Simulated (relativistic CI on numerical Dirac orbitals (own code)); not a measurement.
# Sensitivity of the levels of Yb54+ to α and to the nuclear radius

Computed by Dirac-Coulomb-Breit CI, orbitals from a KLI potential per configuration, derivatives by finite differences, unscaled Slater integrals, QED left out (own radial code, finite nucleus).

Configuration list (outside the closed core [Ne]): 3s2 3p4, 3s 3p5, 3s2 3p3 3d, 3p6, 3s 3p4 3d, 3p5 3d, 3p4 3d2, 3p3 3d3. Double excitations out of closed p, d and f shells are left out; levels of such configurations are missing from the list, as are those of other unlisted configurations, and high levels can miss mixing partners.

With x = (α/α₀)² − 1 an excitation energy changes as ω = ω₀ + qx; K = 2q/ω₀ is the relative enhancement. Terms are leading LS components, so labels can repeat. The field-shift factor is F = δν/δ⟨r²⟩ for the transition from the lowest level.

Lowest level 3s2 3p4 3P_2.

```csv
Level,ω₀ (cm⁻¹),q (cm⁻¹),F (GHz/fm²)
3s2 3p4 1S_0,165199,9816,-0.421
3s2 3p3 3d 3D°_2,1770517,92680,19.2
3s2 3p3 3d 3D°_1,1835458,110800,-4.26
3s2 3p3 3d 3F°_3,1837936,99710,24.4
3s2 3p3 3d 3P°_0,1838364,101700,23.4
3s2 3p4 3P_1,2139958,2.592e+06,-278
3s2 3p4 1D_2,2215935,2.587e+06,-279
3s2 3p3 3d 3F°_4,2298085,596300,33.7
3s2 3p3 3d 3D°_2,2349983,649100,-56.1
3s2 3p3 3d 3D°_3,2505091,620400,29.6
3s2 3p3 3d 3D°_1,2584485,637000,12.4
3s 3p5 3P°_2,3544439,2.821e+06,-4270
3s 3p5 1P°_1,3691412,2.797e+06,-3120
3s2 3p3 3d 3F°_2,3844251,2.665e+06,-239
3s2 3p3 3d 5D°_0,3858455,2.672e+06,-257
3s2 3p3 3d 3D°_1,3869374,2.695e+06,-782
3s2 3p3 3d 3G°_3,3905114,2.667e+06,-237
3s2 3p3 3d 3G°_4,3970257,2.652e+06,-237
3s2 3p3 3d 3F°_2,4066070,2.681e+06,-299
3s2 3p3 3d 3D°_3,4193141,2.674e+06,-234
3s2 3p3 3d 3P°_2,4251948,2.705e+06,-735
3s2 3p3 3d 3S°_1,4283887,2.746e+06,-736
3s2 3p3 3d 5D°_4,4342693,3.164e+06,-227
```

At this charge energies of transitions that change n are usually good to better than 1 %, and those within a shell (Δn = 0) to a few per cent.

(1) Which transition from the lowest level has the largest |K|?

## Answers

(1) 3s2 3p4 3P_1 at 2139958 cm⁻¹, K = 2.42.
